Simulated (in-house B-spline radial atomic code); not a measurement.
## Zn⁴⁺: [Ne] 3s2 (3p1/2)1 (3p3/2)4 (3d3/2)4 (3d5/2)5 (with a hole in an inner shell)

Level of theory: Dirac-Hartree-Fock, average of the jj configuration, Fermi nucleus of rms radius 3.9283 fm; calculated with a radial B-spline atomic code at the basis-set limit.

Screening seen three ways: the hydrogenic charge with the same mean radius, Z_r = [3n² - l(l+1)]/(2<r>), the one with the same energy, Z_e = n√(-2ε), and Slater's rules. Values are occupation-weighted means over j.

```json
{"shell": "1s", "electrons": "2", "ε (eV)": "-9809.3", "<r> (bohr)": "0.05028", "Z_r": "29.84", "Z_e": "26.85", "Slater": "29.70"}
{"shell": "2s", "electrons": "2", "ε (eV)": "-1305.2", "<r> (bohr)": "0.2249", "Z_r": "26.68", "Z_e": "19.59", "Slater": "25.85"}
{"shell": "2p", "electrons": "6", "ε (eV)": "-1136.7", "<r> (bohr)": "0.198", "Z_r": "25.25", "Z_e": "18.28", "Slater": "25.85"}
{"shell": "3s", "electrons": "2", "ε (eV)": "-222.56", "<r> (bohr)": "0.6711", "Z_r": "20.12", "Z_e": "12.13", "Slater": "19.10"}
{"shell": "3p", "electrons": "5", "ε (eV)": "-171.7", "<r> (bohr)": "0.6967", "Z_r": "17.94", "Z_e": "10.66", "Slater": "19.10"}
{"shell": "3d", "electrons": "9", "ε (eV)": "-86.569", "<r> (bohr)": "0.7661", "Z_r": "13.71", "Z_e": "7.57", "Slater": "10.20"}
```

The least bound orbital is 3d3/2 at -85.52 eV, and it is also the most diffuse (<r> = 0.7675 bohr).

For the 1s electron the small component carries 1.17 % of the norm, the zero-frequency Breit interaction raises the level by 13.1 eV, self-energy by 6.729 eV, and vacuum polarisation lowers it by 0.6237 eV.
